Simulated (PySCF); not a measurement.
Another site gives an ion 45710.08 eV lower (`O=[CH][GeH3]`) at the level PBE-D3(BJ)/def2-TZVP // TPSSh-D3(BJ)/def2-TZVP (PySCF).

Excitations are Tamm–Dancoff values on a coarser integration grid. The basis has no diffuse functions, so Rydberg states are missing or too high.

Cartesian coordinates (Å):
SMILES: O=CS
```xyz
5

O     -1.1211    -0.4563    -0.7261
C     -0.5394     0.1338     0.1431
S      1.2247     0.1967     0.3643
H     -1.0480     0.7208     0.9276
H      1.4973    -0.5785    -0.6995
```
Charge 0, spin multiplicity 1.

Predict the S1 excitation (TDA), total energy and LUMO from PBE-D3(BJ)/def2-TZVP // TPSSh-D3(BJ)/def2-TZVP (PySCF 2.14.0).


| Quantity | Value |
|---|---|
| S1 excitation (TDA) | 4.53 eV |
| total energy | -512.4858 Ha |
| LUMO | -2.18 eV |
